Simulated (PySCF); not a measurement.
**Frontier levels across methods**

Compound: C4H7B.
SMILES with atom numbers: `[BH2:1]/[CH:2]=[CH:3]\[CH:4]=[CH2:5]` (hydrogens: H6, H7 on B1; H8 on C2; H9 on C3; H10 on C4; H11, H12 on C5)

Geometry (PBE0-D3(BJ)/def2-SVP, Å), atoms numbered from 1 in this order:
```
atom  x, y, z in Å
B1     1.9547   -0.7796    0.4246
C2     1.2462    0.5733    0.5865
C3    -0.0446    0.8388    0.2405
C4    -0.9977   -0.0853   -0.3394
C5    -2.2534    0.2752   -0.6489
H6     1.3886   -1.7435   -0.0389
H7     3.1094   -0.9064    0.7630
H8     1.8008    1.4179    1.0124
H9    -0.4377    1.8523    0.4049
H10   -0.6619   -1.1092   -0.5248
H11   -2.6111    1.2948   -0.4723
H12   -2.9619   -0.4322   -1.0865
```

Basis pcSseg-2 throughout (PySCF), one geometry. Isolated species at its PBE0-D3(BJ)/def2-SVP geometry (one conformer only).

Q: How do the orbital energies, the gap and the dipole change with the method?

A: 
```csv
method,kind,HOMO (eV),LUMO (eV),gap (eV),μ (D),SCF cycles
BLYP,GGA,-6.22,-3.12,3.09,2.03,16
B97-D,GGA,-6.29,-3.13,3.16,2.00,16
KT3,GGA,-6.35,-3.19,3.16,2.00,14
KT2,GGA,-6.38,-3.25,3.13,2.05,15
OPBE,GGA,-6.38,-3.20,3.18,2.02,16
PBE,GGA,-6.41,-3.30,3.11,2.05,16
BP86,GGA,-6.49,-3.37,3.12,2.05,16
LDA,LDA,-6.63,-3.55,3.07,2.08,15
B97-2,global hybrid,-7.04,-2.40,4.64,1.91,14
B3LYP,global hybrid,-7.08,-2.58,4.50,1.93,14
PBE0,global hybrid,-7.29,-2.40,4.89,1.92,13
mPW1PW91,global hybrid,-7.29,-2.40,4.90,1.91,13
BHandHLYP,global hybrid,-8.00,-1.35,6.65,1.81,12
CAM-B3LYP,range-separated hybrid,-8.45,-1.33,7.12,1.82,12
wB97X-D,range-separated hybrid,-8.98,-0.64,8.34,1.80,13
HF,Hartree–Fock,-9.09,1.14,10.23,1.73,11
LC-wPBE,range-separated hybrid,-9.74,-0.27,9.47,1.71,14
```

The HOMO spans 3.52 eV, from BLYP down to LC-wPBE, and the gap runs from 3.07 eV (LDA) to 10.23 eV (HF). Over the methods BLYP (0 %), B97-D (0 %), KT3 (0 %), KT2 (0 %), OPBE (0 %), PBE (0 %), BP86 (0 %), LDA (0 %), B97-2 (21 %), B3LYP (20 %), PBE0 (25 %), mPW1PW91 (25 %), BHandHLYP (50 %), HF (100 %), a straight line through the gap against the share of exact exchange rises by 0.71 eV for each 10 % (correlation coefficient 1.000). The dipole ranges from 1.71 D (LC-wPBE) to 2.08 D (LDA). This basis has no diffuse functions.

The vertical ΔSCF ionisation energy at PBE0/def2-SVPD is 9.22 eV; −ε(HOMO) comes closest to it with HF (9.09 eV).
